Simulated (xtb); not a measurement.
xtb input:

```bash
xtb mol.xyz --gfn 1 --sp --chrg 0 --uhf 0
```
mol.xyz:
```
13

C     -1.19823066    -0.02351216    -1.57843553
C     -0.08607453    -0.32696609    -0.58283404
C      0.80738196    -1.46118098    -1.06810710
Se    -0.84233951    -0.92889150     1.16324289
Se     0.95675802     1.36352612    -0.38848410
H     -1.80205399    -0.91710901    -1.74095301
H     -1.85398159     0.77013617    -1.22226188
H     -0.77233702     0.28383986    -2.53786649
H      1.61883780    -1.66336253    -0.36996052
H      0.22146312    -2.37641100    -1.19225027
H      1.24479721    -1.19970840    -2.03238397
H     -1.52096095     0.34227918     1.45609312
H      1.83554552     0.85271405     0.67404438
```

**Question.** Which total energy does the run end on?

**Answer.** -17.35081 Eh (GFN1-xTB).
